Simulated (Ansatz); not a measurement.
A nudged elastic band was laid between two geometries of FH3OSi + H2O (9 atoms, charge 0, multiplicity 1).

All numbers below come from RKS B3LYP-D4/def2-SVP (Ansatz 0.2.0).

```yaml
movable_images: 7
climbing_image: yes
spring: 5.0 eV/Å²
optimiser: quadratic models (default)
start_path: through a guess of the saddle point
force_threshold: 0.03 eV/Å
iteration_limit: 60
end_points: relaxed
```

Initial state:

```xyz
9
Properties=species:S:1:pos:R:3
Si -0.950 -0.609 0.785
F 0.600 -1.172 0.700
H -1.752 -1.562 -0.024
H -1.363 -0.608 2.207
O -0.942 0.929 0.217
H 1.493 -0.067 -0.799
O 1.260 0.683 -1.373
H -0.295 1.068 -0.512
H 1.949 1.339 -1.201
```

Final state:

```xyz
9
Properties=species:S:1:pos:R:3
Si -0.580 0.092 0.271
F 1.671 -2.068 0.189
H -1.183 -1.118 -0.332
H -0.334 -0.004 1.726
O -1.535 1.438 0.087
H 1.604 -1.239 -0.255
O 0.879 0.272 -0.570
H -1.937 1.584 -0.778
H 1.415 1.043 -0.339
```

(1) What changes between the two ends?

(2) Give the energies along the band, and the barrier.

(3) What is the geometry of the highest image?

(4) What are the harmonic wavenumbers there?

Answers

(1) Bonds broken: Si1–F2, H6–O7. Bonds formed: Si1–O7, F2–H6. FH3OSi + H2O becomes FH + H4O2Si.

(2) The run converged. The highest image is number 5 of 0 to 8, 30.7 kcal/mol above the first end and 17.7 kcal/mol above the last; the last end lies 13.0 kcal/mol above the first. A vibrational analysis at the climbing image gives one clearly imaginary mode, 592i cm⁻¹: a first-order saddle point. The orbitals stay closed-shell, which can raise the energy where a bond breaks towards radicals; this wasn't checked here.

```tsv
image	path coordinate (Å)	energy (kcal/mol)	Si1–F2 (Å)	H6–O7 (Å)	Si1–O7 (Å)
0	0.00	0.0	1.65	0.97	3.35
1	0.68	1.2	1.65	0.97	3.33
2	1.37	5.6	1.64	0.97	3.20
3	2.05	15.9	1.66	0.97	2.75
4	2.73	24.1	1.71	0.98	2.13
5	3.41	30.7	1.95	1.12	1.86
6	3.88	21.0	2.31	1.44	1.75
7	4.34	14.2	2.75	1.64	1.71
8	4.81	13.0	3.12	1.71	1.69
```

(3) 
```xyz
9
Properties=species:S:1:pos:R:3:forces:R:3
Si -0.434 -0.233 0.330 0.00 0.00 0.00
F 0.912 -1.648 0.364 0.00 0.00 0.00
H -1.309 -1.188 -0.389 0.00 0.00 0.00
H -0.252 -0.162 1.793 0.00 0.00 0.00
O -1.218 1.252 0.138 0.00 -0.01 0.00
H 1.447 -0.723 -0.297 0.00 0.00 0.00
O 1.040 0.232 -0.710 0.00 0.00 0.00
H -1.652 1.390 -0.713 0.00 0.00 0.00
H 1.466 1.079 -0.515 0.00 0.00 0.00
```

(4) 592i, 162, 272, 367, 470, 520, 569, 652, 763, 779, 837, 853, 944, 998, 1121, 1269, 2102, 2254, 2300, 3821, 3854 cm⁻¹.

The run took 3.6 min on 2 threads of Arm Neoverse V1 (shared host), peak memory 0.16 GiB.
